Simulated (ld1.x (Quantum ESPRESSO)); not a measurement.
# An all-electron radial function and its pseudo partner (B)

Columns: radius, all-electron u(r) and pseudo u(r) of the 2p shell (level -4.15 eV) of boron in the configuration [He] 2s1 2p2; LDA (PZ), scalar-relativistic, ultrasoft scheme, ld1.x (Quantum ESPRESSO) 7.5.

| r (bohr) | all-electron | pseudo |
| --- | --- | --- |
| 0.210 | 0.0969 | 0.0079 |
| 0.420 | 0.2558 | 0.0308 |
| 0.630 | 0.3972 | 0.0672 |
| 0.840 | 0.5033 | 0.1141 |
| 1.050 | 0.5742 | 0.1680 |
| 1.260 | 0.6145 | 0.2251 |
| 1.470 | 0.6306 | 0.2812 |
| 1.680 | 0.6284 | 0.3326 |
| 1.890 | 0.6131 | 0.3761 |
| 2.100 | 0.5888 | 0.4093 |
| 2.310 | 0.5588 | 0.4308 |
| 2.520 | 0.5254 | 0.4401 |
| 2.730 | 0.4903 | 0.4381 |
| 2.940 | 0.4548 | 0.4260 |
| 3.150 | 0.4197 | 0.4059 |
| 3.360 | 0.3857 | 0.3804 |
| 3.570 | 0.3532 | 0.3517 |
| 3.780 | 0.3224 | 0.3222 |
| 3.990 | 0.2935 | 0.2935 |
| 4.200 | 0.2666 | 0.2666 |
| 4.410 | 0.2416 | 0.2416 |
| 4.620 | 0.2185 | 0.2185 |
| 4.830 | 0.1973 | 0.1973 |
| 5.040 | 0.1779 | 0.1779 |
| 5.250 | 0.1602 | 0.1602 |
| 5.460 | 0.1441 | 0.1441 |

Task: How many radial nodes do the two functions have?

Result: The all-electron 2p function has n − l − 1 = 0; the pseudo-wave has 0.

Task: At about which radius was the pseudo-wave matched?

Result: 4.20 bohr. The columns agree to 0.0005 from 3.78 bohr on; several derivatives are matched, so the curves merge somewhat inside the radius.

Task: Where does each function peak?

Result: Outermost all-electron maximum near 1.47 bohr, pseudo maximum near 2.52 bohr (to the table’s step).

Task: Is the pseudo-wave norm-conserving?

Result: No, it belongs to an ultrasoft set: the norm inside the radius is not constrained, and the difference is carried by the augmentation charge.
